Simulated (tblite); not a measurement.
Record of a relaxation.

Compound: C2H10F2Si3.
Numbering: `[F:1][CH2:2][SiH2:3][C@H:4]([F:5])[SiH2:6][SiH3:7]` (hydrogens: H8, H9 on C2; H10, H11 on Si3; H12 on C4; H13, H14 on Si6; H15, H16, H17 on Si7)

Computed with GFN2-xTB (tblite), gas phase: L-BFGS steps from a force-field or distance-geometry start until the largest atomic force falls under 0.01 eV/Å. 10 of its 123 geometries are shown.

Step 0: E = -652.5159 eV, largest atomic force 1.709 eV/Å
```
atom  x, y, z in Å  |  force x, y, z in eV/Å
F1      4.060   -0.119   -0.802   -0.072   0.212   0.450
C2      3.111    0.210    0.148    0.821   0.958   1.153
Si3     1.515   -0.694   -0.166   -0.389  -1.326  -0.297
C4      0.104    0.539   -0.367    0.364  -0.303  -0.392
F5     -0.158    1.119    0.873    0.206   0.591  -0.031
Si6    -1.415   -0.469   -0.805   -0.284  -1.182  -0.916
Si7    -3.221    0.436    0.120   -0.719   0.696   0.873
H8      2.943    1.312    0.125    0.395  -0.520  -0.215
H9      3.511   -0.003    1.184   -0.001   0.060  -1.112
H10     1.224   -1.609    0.963    0.061   0.228  -0.211
H11     1.592   -1.442   -1.444    0.078   0.183   0.307
H12     0.344    1.287   -1.139   -0.198   0.210   0.617
H13    -1.214   -1.846   -0.293    0.047   0.186  -0.174
H14    -1.585   -0.592   -2.261    0.314  -0.026   0.009
H15    -3.489   -0.303    1.364   -0.204   0.149  -0.066
H16    -2.966    1.847    0.475   -0.259  -0.179  -0.040
H17    -4.365    0.338   -0.778   -0.160   0.064   0.047
```

Step 14: E = -652.9026 eV, largest atomic force 0.160 eV/Å
```
atom  x, y, z in Å  |  force x, y, z in eV/Å
F1      4.150   -0.069   -0.746    0.030  -0.030  -0.042
C2      3.175    0.246    0.181    0.119   0.097   0.044
Si3     1.578   -0.744   -0.178   -0.066  -0.011  -0.040
C4      0.094    0.435   -0.395   -0.087  -0.005  -0.036
F5     -0.116    1.110    0.823    0.030  -0.018  -0.014
Si6    -1.516   -0.514   -0.869    0.031  -0.050   0.001
Si7    -3.319    0.478    0.184   -0.001   0.012  -0.027
H8      3.034    1.326    0.113   -0.021   0.065  -0.013
H9      3.609    0.025    1.157   -0.015  -0.030   0.045
H10     1.267   -1.613    0.954    0.049  -0.041   0.080
H11     1.722   -1.480   -1.427    0.092  -0.034  -0.066
H12     0.289    1.233   -1.120    0.038  -0.014   0.028
H13    -1.255   -1.891   -0.417   -0.096  -0.034   0.027
H14    -1.442   -0.626   -2.335   -0.075   0.090   0.054
H15    -3.663   -0.214    1.429    0.010  -0.011   0.002
H16    -3.111    1.888    0.516    0.024   0.020  -0.004
H17    -4.504    0.421   -0.674   -0.061  -0.007  -0.039
```

Step 27: E = -652.9295 eV, largest atomic force 0.062 eV/Å
```
atom  x, y, z in Å  |  force x, y, z in eV/Å
F1      4.188   -0.050   -0.731   -0.006   0.017   0.027
C2      3.202    0.273    0.184   -0.024   0.005   0.005
Si3     1.620   -0.758   -0.188    0.050  -0.012   0.016
C4      0.091    0.372   -0.396    0.035   0.018   0.000
F5     -0.081    1.058    0.822   -0.020  -0.031   0.027
Si6    -1.554   -0.524   -0.855   -0.048   0.023   0.031
Si7    -3.357    0.494    0.175   -0.007   0.011   0.001
H8      3.060    1.353    0.110   -0.024   0.014  -0.026
H9      3.617    0.051    1.169    0.017   0.006   0.005
H10     1.361   -1.621    0.966    0.001  -0.037   0.007
H11     1.853   -1.489   -1.429   -0.018  -0.014  -0.029
H12     0.282    1.167   -1.123    0.020   0.024  -0.037
H13    -1.384   -1.919   -0.431    0.019  -0.044  -0.007
H14    -1.527   -0.547   -2.323   -0.018  -0.010  -0.017
H15    -3.698   -0.194    1.425   -0.001   0.021  -0.005
H16    -3.123    1.903    0.495   -0.007   0.010   0.002
H17    -4.558    0.441   -0.670    0.033   0.001   0.001
```

Step 41: E = -652.9363 eV, largest atomic force 0.074 eV/Å
```
atom  x, y, z in Å  |  force x, y, z in eV/Å
F1      4.203   -0.014   -0.705   -0.001   0.012   0.018
C2      3.191    0.291    0.187   -0.024   0.008   0.002
Si3     1.644   -0.787   -0.194   -0.037  -0.048  -0.008
C4      0.105    0.336   -0.391    0.003   0.001   0.000
F5     -0.069    1.004    0.838    0.010  -0.006   0.018
Si6    -1.561   -0.530   -0.845    0.034  -0.058  -0.032
Si7    -3.348    0.518    0.181    0.001   0.003   0.012
H8      3.006    1.363    0.086    0.002   0.017  -0.023
H9      3.601    0.110    1.184   -0.012  -0.009  -0.006
H10     1.403   -1.679    0.944    0.010  -0.004  -0.009
H11     1.865   -1.500   -1.450    0.014   0.014   0.005
H12     0.306    1.141   -1.106   -0.021   0.004  -0.013
H13    -1.389   -1.940   -0.451   -0.014   0.049  -0.005
H14    -1.589   -0.540   -2.317    0.034   0.005   0.046
H15    -3.715   -0.145    1.434   -0.001  -0.009   0.022
H16    -3.132    1.932    0.490    0.028   0.017  -0.009
H17    -4.527    0.454   -0.688   -0.027   0.004  -0.017
```

Step 54: E = -652.9438 eV, largest atomic force 0.077 eV/Å
```
atom  x, y, z in Å  |  force x, y, z in eV/Å
F1      4.206    0.032   -0.644    0.018   0.018   0.029
C2      3.137    0.323    0.182   -0.017  -0.009  -0.011
Si3     1.659   -0.835   -0.229    0.011  -0.008   0.005
C4      0.112    0.283   -0.368   -0.019   0.003   0.004
F5     -0.025    0.920    0.883   -0.014  -0.008   0.015
Si6    -1.563   -0.553   -0.823   -0.036  -0.009  -0.009
Si7    -3.334    0.549    0.188    0.054  -0.031  -0.045
H8      2.900    1.378    0.021    0.046   0.004  -0.006
H9      3.500    0.205    1.206    0.000   0.009  -0.012
H10     1.466   -1.774    0.876   -0.013  -0.015   0.011
H11     1.907   -1.503   -1.502   -0.003   0.018  -0.025
H12     0.298    1.105   -1.068    0.003   0.014   0.001
H13    -1.419   -1.968   -0.446   -0.016   0.025   0.005
H14    -1.553   -0.534   -2.295   -0.012  -0.027   0.025
H15    -3.724   -0.073    1.457    0.013   0.015  -0.008
H16    -3.064    1.965    0.450   -0.005  -0.014   0.006
H17    -4.508    0.491   -0.691   -0.011   0.015   0.016
```

Step 68: E = -652.9557 eV, largest atomic force 0.156 eV/Å
```
atom  x, y, z in Å  |  force x, y, z in eV/Å
F1      4.269    0.070   -0.470   -0.038  -0.035   0.020
C2      3.084    0.374    0.175    0.066   0.016   0.043
Si3     1.695   -0.863   -0.295   -0.142  -0.036  -0.055
C4      0.100    0.201   -0.325    0.014   0.005  -0.004
F5     -0.031    0.730    0.977   -0.020  -0.011  -0.041
Si6    -1.582   -0.611   -0.813    0.091  -0.009   0.011
Si7    -3.293    0.598    0.158   -0.093   0.074   0.089
H8      2.836    1.400   -0.113    0.035  -0.007   0.000
H9      3.310    0.367    1.245   -0.007   0.016   0.000
H10     1.544   -1.909    0.720    0.056   0.047  -0.019
H11     1.938   -1.403   -1.630    0.021   0.009  -0.014
H12     0.266    1.083   -0.958   -0.058  -0.027   0.034
H13    -1.512   -2.009   -0.369    0.022  -0.010   0.003
H14    -1.530   -0.653   -2.280   -0.002  -0.006  -0.011
H15    -3.659    0.040    1.469   -0.001   0.037  -0.081
H16    -2.930    2.005    0.376   -0.037  -0.059  -0.023
H17    -4.513    0.592   -0.667    0.092  -0.005   0.049
```

Step 81: E = -652.9734 eV, largest atomic force 0.078 eV/Å
```
atom  x, y, z in Å  |  force x, y, z in eV/Å
F1      4.295   -0.018   -0.265   -0.043   0.043   0.035
C2      3.054    0.406    0.178    0.060   0.002   0.023
Si3     1.701   -0.831   -0.382    0.020  -0.028  -0.035
C4      0.063    0.151   -0.302    0.016   0.027   0.026
F5     -0.069    0.559    1.044   -0.001   0.025  -0.025
Si6    -1.600   -0.681   -0.795   -0.017   0.029   0.016
Si7    -3.253    0.640    0.151   -0.024  -0.001  -0.021
H8      2.910    1.415   -0.224    0.046  -0.063   0.003
H9      3.127    0.479    1.268    0.003   0.026  -0.034
H10     1.671   -1.952    0.557   -0.034  -0.001  -0.016
H11     1.964   -1.251   -1.756   -0.015   0.008  -0.028
H12     0.164    1.091   -0.860   -0.004  -0.032   0.025
H13    -1.542   -2.057   -0.281    0.009   0.012  -0.017
H14    -1.536   -0.786   -2.262   -0.004   0.006   0.052
H15    -3.625    0.147    1.477   -0.018  -0.002   0.037
H16    -2.852    2.042    0.306    0.021  -0.028  -0.011
H17    -4.479    0.657   -0.654   -0.014  -0.022  -0.031
```

Step 95: E = -652.9875 eV, largest atomic force 0.075 eV/Å
```
atom  x, y, z in Å  |  force x, y, z in eV/Å
F1      4.325   -0.127   -0.035    0.008  -0.013  -0.042
C2      3.068    0.403    0.174   -0.037  -0.005   0.039
Si3     1.709   -0.789   -0.467   -0.011  -0.004   0.012
C4      0.056    0.151   -0.264    0.007  -0.012   0.001
F5     -0.040    0.515    1.094    0.026   0.009   0.017
Si6    -1.599   -0.721   -0.721   -0.011  -0.004  -0.007
Si7    -3.264    0.629    0.155   -0.001  -0.015  -0.010
H8      3.054    1.376   -0.323    0.028   0.004  -0.057
H9      2.987    0.575    1.249   -0.018   0.006   0.073
H10     1.690   -1.984    0.375    0.014  -0.015  -0.015
H11     1.918   -1.083   -1.883    0.011  -0.002  -0.014
H12     0.100    1.109   -0.795    0.015   0.015  -0.015
H13    -1.512   -2.095   -0.208    0.004   0.032   0.014
H14    -1.549   -0.835   -2.185    0.006  -0.005   0.004
H15    -3.689    0.241    1.503    0.007  -0.004  -0.021
H16    -2.799    2.018    0.221   -0.033   0.024   0.021
H17    -4.460    0.627   -0.694   -0.016  -0.011   0.002
```

Step 108: E = -652.9972 eV, largest atomic force 0.027 eV/Å
```
atom  x, y, z in Å  |  force x, y, z in eV/Å
F1      4.329   -0.283    0.005   -0.002   0.009   0.005
C2      3.115    0.354    0.184    0.007  -0.004   0.010
Si3     1.700   -0.757   -0.478    0.001  -0.002  -0.004
C4      0.071    0.226   -0.267    0.005   0.011  -0.005
F5     -0.003    0.642    1.076    0.015  -0.010  -0.007
Si6    -1.582   -0.668   -0.686    0.007   0.007  -0.004
Si7    -3.329    0.601    0.147    0.000  -0.012   0.011
H8      3.192    1.309   -0.344    0.000   0.002   0.005
H9      3.031    0.559    1.255   -0.012  -0.003  -0.019
H10     1.661   -1.983    0.318   -0.006   0.005  -0.008
H11     1.902   -1.011   -1.905    0.001  -0.009   0.008
H12     0.123    1.161   -0.837    0.005   0.010   0.003
H13    -1.446   -2.020   -0.130   -0.026   0.000   0.006
H14    -1.531   -0.822   -2.147    0.004  -0.008  -0.002
H15    -3.757    0.162    1.478    0.005   0.003   0.008
H16    -2.970    2.019    0.248   -0.018  -0.001   0.002
H17    -4.512    0.521   -0.717    0.014   0.001  -0.009
```

Step 122: E = -652.9988 eV, largest atomic force 0.006 eV/Å
```
atom  x, y, z in Å  |  force x, y, z in eV/Å
F1      4.329   -0.289    0.043    0.002   0.001   0.003
C2      3.112    0.352    0.181   -0.004  -0.002  -0.001
Si3     1.706   -0.759   -0.498    0.002   0.001   0.001
C4      0.082    0.229   -0.268    0.004  -0.002  -0.003
F5      0.024    0.631    1.080    0.004  -0.001  -0.002
Si6    -1.577   -0.658   -0.676   -0.002  -0.003   0.000
Si7    -3.332    0.603    0.150    0.000   0.005  -0.002
H8      3.206    1.300   -0.355   -0.002   0.000   0.000
H9      2.998    0.571    1.246    0.000  -0.004   0.003
H10     1.660   -1.993    0.285    0.001   0.003   0.000
H11     1.908   -1.004   -1.926    0.000  -0.001  -0.002
H12     0.133    1.170   -0.829   -0.002   0.001   0.000
H13    -1.466   -2.005   -0.102    0.005   0.003   0.002
H14    -1.522   -0.833   -2.134   -0.001   0.001  -0.001
H15    -3.761    0.165    1.481   -0.001   0.000   0.001
H16    -3.005    2.029    0.250   -0.002  -0.005  -0.002
H17    -4.503    0.501   -0.729   -0.004   0.002   0.003
```

**Question.** Summarise the path.

**Answer.** The energy falls by 46.59 kJ/mol from step 0 to step 122; nine tenths of that is first reached at step 64. It falls at every step. The largest force goes from 1.709 to 0.006 eV/Å. Among the bonds Si6–Si7 changes most, from 2.222 to 2.314 Å; the atoms move by 0.517 Å rms after alignment.

**Question.** Follow the three bonds and two angles with the largest change from start to end.

**Answer.** 
| step | E above end (kJ/mol) | largest force (eV/Å) | Si6–Si7 (Å) | C2–Si3 (Å) | C4–Si6 (Å) | Si3–C4–Si6 (°) | C4–Si6–H14 (°) |
| --- | --- | --- | --- | --- | --- | --- | --- |
| 0 | 46.59 | 1.709 | 2.222 | 1.860 | 1.874 | 106.3 | 111.7 |
| 5 | 19.42 | 0.283 | 2.283 | 1.902 | 1.929 | 107.6 | 107.7 |
| 11 | 10.43 | 0.192 | 2.317 | 1.932 | 1.929 | 110.6 | 104.6 |
| 16 | 8.70 | 0.192 | 2.309 | 1.915 | 1.920 | 112.7 | 103.4 |
| 21 | 7.37 | 0.124 | 2.317 | 1.923 | 1.935 | 113.7 | 102.1 |
| 27 | 6.68 | 0.062 | 2.313 | 1.924 | 1.928 | 115.7 | 103.3 |
| 32 | 6.44 | 0.101 | 2.310 | 1.923 | 1.932 | 116.2 | 103.8 |
| 37 | 6.18 | 0.062 | 2.315 | 1.927 | 1.932 | 116.7 | 104.3 |
| 42 | 5.97 | 0.075 | 2.313 | 1.924 | 1.931 | 117.0 | 104.9 |
| 48 | 5.60 | 0.069 | 2.311 | 1.923 | 1.929 | 117.5 | 103.7 |
| 53 | 5.36 | 0.094 | 2.318 | 1.922 | 1.926 | 117.8 | 103.2 |
| 58 | 5.11 | 0.091 | 2.308 | 1.921 | 1.928 | 118.0 | 102.7 |
| 64 | 4.59 | 0.081 | 2.318 | 1.926 | 1.928 | 118.4 | 103.4 |
| 69 | 3.94 | 0.097 | 2.311 | 1.921 | 1.928 | 120.2 | 103.5 |
| 74 | 3.10 | 0.096 | 2.315 | 1.922 | 1.927 | 120.7 | 104.1 |
| 80 | 2.53 | 0.074 | 2.319 | 1.917 | 1.924 | 120.7 | 104.4 |
| 85 | 1.83 | 0.137 | 2.310 | 1.922 | 1.928 | 120.1 | 104.5 |
| 90 | 1.38 | 0.039 | 2.315 | 1.918 | 1.926 | 120.3 | 104.3 |
| 95 | 1.09 | 0.075 | 2.315 | 1.918 | 1.926 | 119.7 | 104.0 |
| 101 | 0.68 | 0.082 | 2.314 | 1.918 | 1.926 | 119.2 | 103.7 |
| 106 | 0.18 | 0.058 | 2.315 | 1.917 | 1.925 | 118.1 | 103.6 |
| 111 | 0.09 | 0.068 | 2.314 | 1.917 | 1.927 | 117.7 | 103.6 |
| 117 | 0.02 | 0.027 | 2.315 | 1.916 | 1.926 | 117.9 | 103.4 |
| 122 | 0.00 | 0.006 | 2.314 | 1.917 | 1.925 | 117.9 | 103.5 |

What follows is the cost of the whole relaxation. On an Arm Neoverse N1 with one thread, no GPU (shared host), this took 1.7 s.
